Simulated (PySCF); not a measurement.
Electron correlation in Os (osmium, neutral)

[Xe] 4f14 5d8, high-spin 3F determinant (an excited configuration). All numbers are calculated (PySCF 2.14, scalar relativity through the core potential, in aug-cc-pVDZ-PP with ECP60MDF). Frozen: 5s2 5p6; 8 electrons correlated.

```tsv
level	correlation energy (mhartree)
CCSD	-186.77
(T)	-13.64
CCSD(T)	-200.41
```

Diagnostics: T1 = 0.011, D1 = 0.0178, largest double amplitude 0.075.

Spin-orbit coupling, absent here, splits the open shell strongly.

Cost of the coupled-cluster step: of the order of 4 core-seconds, for 8 correlated electrons.

Iterations:

```
CC2 = 0
CCSD nocc = (np.int64(5), np.int64(3)), nmo = (50, 50)
frozen orbitals [[0, 1, 2, 3], [0, 1, 2, 3]]
max_cycle = 100
direct = 0
conv_tol = 1e-08
conv_tol_normt = 1e-06
diis_space = 8
diis_start_cycle = 0
Init t2, MP2 energy = -0.182725246004229
Init E_corr(UCCSD) = -0.182725246004273
cycle = 1  E_corr(UCCSD) = -0.179478240460352  dE = 0.00324700554  norm(t1,t2) = 0.0642703
cycle = 2  E_corr(UCCSD) = -0.182788081083882  dE = -0.00330984062  norm(t1,t2) = 0.0335568
cycle = 3  E_corr(UCCSD) = -0.183399906037637  dE = -0.000611824954  norm(t1,t2) = 0.0244745
cycle = 4  E_corr(UCCSD) = -0.186062400216619  dE = -0.00266249418  norm(t1,t2) = 0.0191382
cycle = 5  E_corr(UCCSD) = -0.18649999724699  dE = -0.00043759703  norm(t1,t2) = 0.00800416
cycle = 6  E_corr(UCCSD) = -0.186595413846651  dE = -9.54165997e-05  norm(t1,t2) = 0.00443504
cycle = 7  E_corr(UCCSD) = -0.186704935875243  dE = -0.000109522029  norm(t1,t2) = 0.00246758
cycle = 8  E_corr(UCCSD) = -0.186756439853176  dE = -5.15039779e-05  norm(t1,t2) = 0.00141005
cycle = 9  E_corr(UCCSD) = -0.186753007354243  dE = 3.43249893e-06  norm(t1,t2) = 0.000690466
cycle = 10  E_corr(UCCSD) = -0.186766836020895  dE = -1.38286667e-05  norm(t1,t2) = 0.000244552
cycle = 11  E_corr(UCCSD) = -0.186767141508369  dE = -3.05487475e-07  norm(t1,t2) = 0.000114643
cycle = 12  E_corr(UCCSD) = -0.186769876766229  dE = -2.73525786e-06  norm(t1,t2) = 5.84382e-05
cycle = 13  E_corr(UCCSD) = -0.186769028279873  dE = 8.48486356e-07  norm(t1,t2) = 2.34323e-05
cycle = 14  E_corr(UCCSD) = -0.186768900080703  dE = 1.2819917e-07  norm(t1,t2) = 1.0219e-05
cycle = 15  E_corr(UCCSD) = -0.186768942677959  dE = -4.25972568e-08  norm(t1,t2) = 5.46345e-06
cycle = 16  E_corr(UCCSD) = -0.186769087797842  dE = -1.45119883e-07  norm(t1,t2) = 2.04263e-06
cycle = 17  E_corr(UCCSD) = -0.18676914999006  dE = -6.2192218e-08  norm(t1,t2) = 7.87292e-07
cycle = 18  E_corr(UCCSD) = -0.186769165138147  dE = -1.51480872e-08  norm(t1,t2) = 4.20989e-07
cycle = 19  E_corr(UCCSD) = -0.186769163853212  dE = 1.28493566e-09  norm(t1,t2) = 2.0472e-07
UCCSD converged
E(UCCSD) = -90.10578638680748  E_corr = -0.1867691638532118
UCCSD(T) correction = -0.013642846823128
```
